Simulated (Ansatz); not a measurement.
Reaction (ligand exchange at the Sn–F bond): `[CH3][Sn]([OH])([F])[Cl]` + HCl → `[CH3][Sn]([OH])([Cl])[Cl]` + H–F

Gas-phase electronic energies from Ansatz, PBE0-D4/def2-TZVP geometries. CCSD(T)/CBS adds triple-zeta CCSD(T) − MP2 to the extrapolated MP2 energy (def2 sets, frozen cores). This one scheme is used for every species. Functionals use def2-TZVPP. B3LYP here is the variant with VWN-RPA as its local correlation; programs differ in this. HSE06 is defined as in plane-wave codes. Elements past krypton have def2 core potentials. For Sn outer-core shells are correlated without core-valence functions, which leaves a few kJ/mol of doubt a bond. Each species was taken in one conformer, which may not be the lowest.

```tsv
level	ΔE (kJ/mol)	difference from CCSD(T)/CBS
LDA (SPW92)	-31.4	4.0
B3LYP-D4	-30.4	5.0
r2SCAN0-D4	-35.4	0.0
PBE-QIDH	-38.2	-2.8
BLYP	-18.1	17.3
r2SCANh	-30.5	4.9
r2SCAN0	-34.1	1.3
HSE06	-34.4	1.0
MP2/def2-TZVPP	-39.5	-4.1
CCSD/def2-TZVPP	-32.2	3.2
CCSD(T)/CBS	-35.4	0
```

What do rigid-rotor, harmonic-oscillator terms from PBE0-D4/def2-TZVP frequencies (298.15 K, 1 bar) make of the CCSD(T)/CBS value? (Best estimate.)

Ansatz gave: ΔZPE = +4.8 kJ/mol, ΔH = -29.7 kJ/mol, ΔS = -3 J/(mol·K), ΔG = -28.7 kJ/mol. Modes under 50 cm⁻¹ make the entropy rough.

Largest T1 diagnostic among the species: 0.013.

From BLYP to BHLYP (50 % exact exchange), in def2-TZVPP and without D4, ΔE moves by −10.7 kJ/mol. Leaving LDA and LC-ωPBE aside and taking each functional with its dispersion term where it has one, the values, not all of them listed here, spread over 13.5 kJ/mol, from PBE-QIDH to B97M-V. LDA lies −4.4 kJ/mol from PBE without D4. At CCSD(T), def2-SVP lies +10.4 kJ/mol from the extrapolated value and def2-TZVPP +2.7 kJ/mol.
